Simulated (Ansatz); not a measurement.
Gas-phase electronic energies from Ansatz, PBE0-D4/def2-TZVP geometries. CCSD(T)/CBS is the MP2 limit (def2-TZVPP, def2-QZVPP) plus CCSD(T) − MP2 in def2-TZVPP, frozen cores. This one scheme is used for every species, atoms too. Functionals use def2-TZVPP. Open shells (•) are unrestricted, without spin–orbit coupling. Spin–orbit coupling would lower the free atoms: a little for F. One conformer a species, not always the lowest.

Reaction (homolysis of the F–Si bond): `O[SiH2][SiH](O)F` → F• + `O[SiH][SiH2]O`•

`O[SiH2][SiH](O)F`:

Z-matrix (Å, degrees):
```
Si
Si 1 2.352
O 1 1.663 2 99.7
H 1 1.490 2 114.4 3 -118.9
H 1 1.492 2 113.0 3 118.0
F 2 1.602 1 108.9 3 100.6
O 2 1.635 1 105.6 3 -18.6
H 2 1.480 1 117.9 3 -138.7
H 3 0.958 1 118.7 2 -177.8
H 7 0.962 2 115.4 1 24.7
```

`O[SiH][SiH2]O`•:

Z-matrix (Å, degrees):
```
Si
Si 1 2.347
O 1 1.653 2 109.4
H 1 1.485 2 114.6 3 -117.3
H 1 1.491 2 106.8 3 121.9
O 2 1.659 1 109.2 3 -158.6
H 2 1.499 1 115.6 3 77.4
H 3 0.958 1 116.8 2 50.9
H 6 0.959 2 117.1 1 -157.6
```

```tsv
level	ΔE (kcal/mol)
PBE0	150.0
SCS-MP2/def2-TZVPP	158.7
```

**Question.** What does CCSD(T)/CBS give? (Best estimate.)

**Answer.** The calculation gave: +158.7 kcal/mol. The listed levels differ from it by -8.7, 0.0 kcal/mol.

Largest T1 diagnostic among the species: 0.015.

In def2-TZVPP, CCSD(T) changes the Hartree–Fock value by +34.9 kcal/mol (the triples alone add +2.1 kcal/mol) and MP2 by +43.1 kcal/mol; breaking electron pairs costs correlation energy, which Hartree–Fock lacks. From PBE to PBE0 (25 % exact exchange), in def2-TZVPP and without D4, ΔE moves by −3.4 kcal/mol: exact exchange takes away binding that semilocal exchange gives to molecules.

CCSD(T)/CBS has its own doubt, a few kJ/mol and more with outer-core shells, so smaller differences from it don't rank the levels.
